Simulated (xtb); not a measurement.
H$_{2}$Cl$_{3}$NTi, charge -1, doublet, geometry from GFN2-xTB of the parent state (such geometries of metal compounds can be far from the true shape) (a state made from the parent by changing its charge; the spin is typed, not shown lowest); GFN2-xTB run with xtb 6.7.1.

The xtb input:
```
$ xtb mol.xyz --gfn 2 --chrg -1 --uhf 1 --json

# file mol.xyz
7

Ti    -0.13937091    -0.24600478    -0.03069779
Cl     1.81546559    -0.40073557    -0.86150818
Cl     0.06558105     0.32640835     2.01346250
Cl    -1.09675410     1.40177927    -0.99077141
N     -1.07131466    -1.79322522    -0.21542631
H     -0.79360286    -2.60218848    -0.77409091
H     -1.97400768    -1.99981506     0.21731681
```

Question: Predict the main parts of the log of this xtb run.

Answer: 
```
   ID    Z sym.   atoms
    1   22 Ti     1
    2   17 Cl     2-4
    3    7 N      5
    4    1 H      6, 7

           -------------------------------------------------
          |                Calculation Setup                |
           -------------------------------------------------

           -------------------------------------------------
          |                 G F N 2 - x T B                 |
           -------------------------------------------------

          ...................................................
          :                      SETUP                      :
          :.................................................:
          :  # basis functions                  46          :
          :  # atomic orbitals                  42          :
          :  # shells                           16          :
          :  # electrons                        33          :
          :  max. iterations                   250          :
          :  Hamiltonian                  GFN2-xTB          :
          :  restarted?                      false          :
          :  GBSA solvation                  false          :
          :  PC potential                    false          :
          :  electronic temp.          300.0000000     K    :
          :  accuracy                    1.0000000          :
          :  -> integral cutoff          0.2500000E+02      :
          :  -> integral neglect         0.1000000E-07      :
          :  -> SCF convergence          0.1000000E-05 Eh   :
          :  -> wf. convergence          0.1000000E-03 e    :
          :  Broyden damping             0.4000000          :
          :  net charge                         -1          :
          :  unpaired electrons                  1          :
          ...................................................

 iter      E             dE          RMSdq      gap      omega  full diag
   1    -18.8782045 -0.188782E+02  0.188E+01    0.45       0.0  T
   2    -19.5626996 -0.684495E+00  0.123E+01    0.17       1.0  T
   3    -19.6525799 -0.898803E-01  0.645E+00    0.13       1.0  T
   4    -19.6950011 -0.424212E-01  0.222E+00    0.11       1.0  T
   5    -19.6960575 -0.105638E-02  0.201E+00    0.08       1.0  T
   6    -19.6974032 -0.134570E-02  0.102E+00    0.09       1.0  T
   7    -19.6974980 -0.947752E-04  0.545E-01    0.10       1.0  T
   8    -19.6977115 -0.213511E-03  0.548E-01    0.10       1.0  T
   9    -19.6978866 -0.175120E-03  0.370E-01    0.10       1.0  T
  10    -19.6980236 -0.137004E-03  0.377E-02    0.10       1.0  T
  11    -19.6980235  0.118685E-06  0.209E-02    0.10       1.8  T
  12    -19.6980240 -0.552855E-06  0.742E-03    0.10       5.1  T
  13    -19.6980241 -0.393010E-07  0.199E-03    0.10      19.0  T
  14    -19.6980241  0.263789E-08  0.195E-03    0.10      19.3  T
  15    -19.6980241 -0.663018E-08  0.325E-04    0.10     116.3  T
  16    -19.6980241  0.126022E-08  0.110E-03    0.10      34.5  T
  17    -19.6980241 -0.156803E-08  0.142E-04    0.10     266.5  T

   *** convergence criteria satisfied after 17 iterations ***

         :::::::::::::::::::::::::::::::::::::::::::::::::::::
         ::                     SUMMARY                     ::
         :::::::::::::::::::::::::::::::::::::::::::::::::::::
         :: total energy             -19.619610766006 Eh    ::
         :: gradient norm              0.039864166664 Eh/a0 ::
         :: HOMO-LUMO gap              0.097849683023 eV    ::
         ::.................................................::
         :: SCC energy               -19.698015577831 Eh    ::
         :: -> isotropic ES            0.148484064584 Eh    ::
         :: -> anisotropic ES         -0.008391481771 Eh    ::
         :: -> anisotropic XC         -0.008919933246 Eh    ::
         :: -> dispersion             -0.006428695556 Eh    ::
         :: repulsion energy           0.078404811824 Eh    ::
         :: add. restraining           0.000000000000 Eh    ::
[...]
        10        2.0000           -0.2751165              -7.4863
        11        2.0000           -0.2740083              -7.4561
        12        2.0000           -0.2735942              -7.4449
        13        2.0000           -0.2708829              -7.3711
        14        2.0000           -0.2695432              -7.3346
        15        2.0000           -0.2684724              -7.3055
        16        2.0000           -0.2328795              -6.3370
        17        0.8690           -0.1202448              -3.2720 (HOMO)
        18        0.1310           -0.1166489              -3.1742 (LUMO)
        19                         -0.0935918              -2.5468
        20                         -0.0830326              -2.2594
        21                         -0.0729270              -1.9844
        22                          0.1342041               3.6519
        23                          0.2024591               5.5092
        24                          0.2057422               5.5985
        25                          0.2058906               5.6026
        26                          0.2076010               5.6491
        27                          0.2076596               5.6507
        28                          0.2078331               5.6554
       ...                                ...                  ...
        42                          1.0645981              28.9692
      -------------------------------------------------------------
                  HL-Gap            0.0035959 Eh            0.0978 eV
             Fermi-level           -0.1475045 Eh           -4.0138 eV

     #   Z          covCN         q      C6AA      α(0)
     1  22 Ti       3.065     0.579   108.322    25.415
     2  17 Cl       0.762    -0.448   113.664    16.308
     3  17 Cl       0.762    -0.451   113.792    16.318
     4  17 Cl       0.762    -0.453   113.871    16.323
     5   7 N        2.495    -0.497    33.276     8.567
     6   1 H        0.864     0.137     1.490     1.912
     7   1 H        0.864     0.133     1.524     1.934

 Mol. C6AA /au·bohr⁶  :       2467.896383
 Mol. C8AA /au·bohr⁸  :     120311.561310
 Mol. α(0) /au        :         86.776674

Wiberg/Mayer (AO) data.
largest (>0.10) Wiberg bond orders for each atom

 ---------------------------------------------------------------------------
     #   Z sym  total        # sym  WBO       # sym  WBO       # sym  WBO
 ---------------------------------------------------------------------------
     1  22 Ti   3.834 --     5 N    1.077     2 Cl   0.886     3 Cl   0.877
                             4 Cl   0.872
     2  17 Cl   0.990 --     1 Ti   0.886
     3  17 Cl   0.983 --     1 Ti   0.877
     4  17 Cl   0.979 --     1 Ti   0.872
     5   7 N    3.025 --     1 Ti   1.077     6 H    0.919     7 H    0.916
     6   1 H    0.981 --     5 N    0.919
     7   1 H    0.982 --     5 N    0.916
 ---------------------------------------------------------------------------

Topologies differ in total number of bonds
Writing topology from bond orders to xtbtopo.mol

molecular dipole:
                 x           y           z       tot (Debye)
 q only:       -0.499      -0.902      -0.117
   full:       -0.716      -1.225      -0.158       3.629
molecular quadrupole (traceless):
                xx          xy          yy          xz          yz          zz
 q only:       -0.540       4.744       4.092       0.338       1.124      -3.552
  q+dip:       -0.929       8.523       7.311       0.600       1.969      -6.382
   full:       -0.435       8.397       6.566       0.564       1.814      -6.131

           -------------------------------------------------
          | TOTAL ENERGY              -19.619610766006 Eh   |
          | GRADIENT NORM               0.039864166664 Eh/α |
          | HOMO-LUMO GAP               0.097849683023 eV   |
           -------------------------------------------------

normal termination of xtb
```
